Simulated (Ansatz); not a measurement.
Saddle point of Si₂H₇Br, closed shell (Si₂H₅Br ([SiH3][SiH2][Br]) + H₂ → Si₂H₆ ([SiH3][SiH3]) + HBr; bonds formed: Si1–H7, Br2–H6; bonds broken: Si1–Br2, H6–H7), PBE0-D4/def2-TZVP structure:

Si1  (0.127, -0.885, 0.250)
Br2  (2.080, 0.428, -1.145)
H3  (0.467, -2.054, -0.582)
H4  (-0.447, -1.463, 1.514)
Si5  (-1.155, 0.933, -0.437)
H6  (1.768, -0.250, 0.686)
H7  (1.412, -0.612, 1.385)
H8  (-0.586, 2.137, 0.214)
H9  (-1.107, 1.022, -1.913)
H10  (-2.559, 0.744, 0.028)
(Å)

Energies are electronic, without zero-point energy. Barriers and step energies count from the start structure reached by relaxing down the imaginary mode; all methods use the PBE0-D4 structures, on which another method's saddle can fall below an end. Ansatz 0.2.0; basis: def2-TZVPP, with def2-QZVPP for the basis limit; cores frozen in the correlated methods. Filled d shells of the heavier atoms are correlated. The def2 sets are not built for correlating such inner shells, so the correlated values are less sure here. B3LYP uses VWN-RPA correlation. Extrapolation: Hartree–Fock as exp(−7.88 √X), correlation as X^−2.97.

```csv
method,barrier (kcal/mol),step energy (kcal/mol)
SPW92,35.91,13.17
PBE-D4,?,15.56
BLYP-D4,46.21,15.24
r2SCAN-D4,46.10,16.48
B97M-V,?,14.26
PBE0-D4,45.99,15.76
B3LYP-D4,48.36,15.32
r2SCAN0-D4,47.86,16.49
BHLYP-D4,51.62,15.74
CAM-B3LYP-D4,49.97,14.27
wB97X-V,50.88,15.51
wB97M-V,?,16.00
B2PLYP,50.56,15.38
PBE-QIDH,49.38,16.35
RPA on PBE,52.45,13.81
HF,60.71,14.91
MP2,51.73,17.12
CCSD,53.27,14.19
CCSD(T),51.75,14.63
```

Task: Fill in the withheld barriers. (To be estimated.)

Result: Computed: B97M-V 49.10; PBE-D4 42.93; wB97M-V 49.40 kcal/mol. Each is the energy of the saddle less that of the start structure, by the same method.

For comparison, the barrier by CCSD(T) at an estimated basis limit (MP2 extrapolated from triple and quadruple zeta, plus CCSD(T) − MP2 in triple zeta) is 50.46 kcal/mol.

The T1 diagnostic stays at or below 0.012.

Labels in which every atom is bracketed show which atoms are joined, not bond orders.

For scale, one of the runs: CCSD(T)/def2-TZVPP, 230 basis functions, launched by `ansatz run in.yaml --threads 4 --pin off --events-out ev --progress --plain --max-ram 9574MiB`. The run took 120 s on 4 CPU threads of an Arm Neoverse V1 (shared host), with 3.6 GiB of host memory at its peak.
